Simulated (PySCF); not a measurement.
Precursor series W Cl-F. Gas-phase values, no solvent.

Level of theory: B3LYP-D3(BJ)/def2-TZVP // r2SCAN-D4/def2-SVP (PySCF). B3LYP has the VWN-RPA correlation part, as in Gaussian. 

```csv
species,coordination number,HOMO–LUMO gap (eV)
0 of 6 Cl replaced by F,6,3.48
1 of 6 Cl replaced by F,6,3.41
3 of 6 Cl replaced by F,6,4.36
4 of 6 Cl replaced by F ([W(Cl)2(F)4]),6,4.39
5 of 6 Cl replaced by F,6,5.19
6 of 6 Cl replaced by F,6,7.47
```
